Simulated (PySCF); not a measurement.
HRuO: from structure and modes to constants

These are results of PySCF, UPBE0, basis Ru def2-TZVP with ECP28, O def2-TZVP, H def2-TZVP (scalar-relativistic core potentials, no spin–orbit coupling, density fitting), not measurements.

The quartet minimum has Cs symmetry. Masses (u): Ru 101.90435, O 15.99492, H 1.00782.

```xyz
3
charge 0 multiplicity 4, angstrom
Ru    0.1659    0.0000   -0.1473
O    -1.1469    0.0000    0.8875
H     1.4236    0.0000    0.8254
```

Harmonic wavenumbers (cm⁻¹): 586.0 (a', ×1), 983.3 (a', ×1), 2064.6 (a', ×1).

Task: Find the principal moments of inertia and the rotational constants. What kind of rotor is it?

Result: About the centre of mass I = 2.3533, 39.033, 41.386 u Å². With B = 16.8576/I this gives 7.163, 0.4319, 0.4073 cm⁻¹. The molecule is an asymmetric top with κ = -0.99.

Task: What is the harmonic zero-point energy?

Result: Half the sum of all 3 wavenumbers, 3634/2 = 1817 cm⁻¹, which is 21.7 kJ/mol (1 cm⁻¹ = 0.0119627 kJ/mol).

Task: Find the vibrational entropy and heat capacity at 298.15 K.

Result: With u = 1.43878 ω/T, each mode gives S = R[u/(eᵘ−1) − ln(1−e⁻ᵘ)] and C = R u² eᵘ/(eᵘ−1)².
```csv
ω (cm⁻¹),u,S (J/(mol K)),C (J/(mol K))
586.0,2.828,1.98,4.44
983.3,4.745,0.42,1.66
2064.6,9.963,0.00,0.04
```
The sums over all modes are S = 2.4 and C = 6.1 J/(mol K); the softest mode gives 82 % of the entropy.

Other isomers or separated fragments may lie lower. Other spin states or occupations of the open shell can lie lower.
